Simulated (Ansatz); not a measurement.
Reactions of C$_{2}$HBCl$_{2}$, SMILES `C#CB(Cl)Cl`.

Gas-phase electronic energies from Ansatz, PBE0-D4/def2-TZVP geometries. CBS: MP2 limit from def2 TZ/QZ plus the TZ coupled-cluster correction, frozen cores. This one scheme is used for every species, atoms too. Functionals use def2-TZVPP. B3LYP here is the variant with VWN-RPA as its local correlation; programs differ in this. Open shells (•) are unrestricted, without spin–orbit coupling. Spin–orbit coupling would lower the free atoms: a little for B, C, Cl. def2 core potentials past Kr. For Ge, I outer-core shells are correlated without core-valence functions, so the limit isn't a true one: a few kJ/mol of doubt a bond, and 10 to 20 or more in all where bonds break to atoms. Scalar relativity is left out up to krypton. Each species was taken in one conformer, which may not be the lowest.

```json
{"reaction": "`C#CB(Cl)Cl` + HI → `ClB(Cl)I` + acetylene", "CCSD(T)/CBS(def2) (kJ/mol)": "?"}
{"reaction": "`C#CB(Cl)Cl` + `CC=N` → `C#C/N=C\\C` + `ClBCl`", "CCSD(T)/CBS(def2) (kJ/mol)": "?"}
{"reaction": "`C#CB(Cl)Cl` + H₂ → `ClBCl` + acetylene", "CCSD(T)/CBS(def2) (kJ/mol)": "?"}
{"reaction": "`C#CB(Cl)Cl` + `OCC(F)(F)F` → `FC(F)(F)COB(Cl)Cl` + acetylene", "CCSD(T)/CBS(def2) (kJ/mol)": "-80"}
{"reaction": "`C#CB(Cl)Cl` + H₂O → `OB(Cl)Cl` + acetylene", "CCSD(T)/CBS(def2) (kJ/mol)": "-83"}
{"reaction": "`C#CB(Cl)Cl` + `[SiH3][GeH3]` → `[SiH3][GeH2][B](Cl)Cl` + acetylene", "CCSD(T)/CBS(def2) (kJ/mol)": "39"}
{"reaction": "`C#CB(Cl)Cl` + CH₃NH₂ → `C#CNC` + `ClBCl`", "CCSD(T)/CBS(def2) (kJ/mol)": "90"}
{"reaction": "`C#CB(Cl)Cl` → B• + 2 C• + 2 Cl• + H•", "CCSD(T)/CBS(def2) (kJ/mol)": "2558"}
{"reaction": "`C#CB(Cl)Cl` + H–F → `FB(Cl)Cl` + acetylene", "CCSD(T)/CBS(def2) (kJ/mol)": "-84"}
```

(1) Fill in the missing values. (Estimate.)

Largest T1 diagnostic: 0.014, for `C#C/N=C\C`.

Answers

(1) The calculation gave: `C#CB(Cl)Cl` + HI → `ClB(Cl)I` + acetylene: -10.8 kJ/mol; `C#CB(Cl)Cl` + `CC=N` → `C#C/N=C\C` + `ClBCl`: +84.3 kJ/mol; `C#CB(Cl)Cl` + H₂ → `ClBCl` + acetylene: +21.8 kJ/mol.
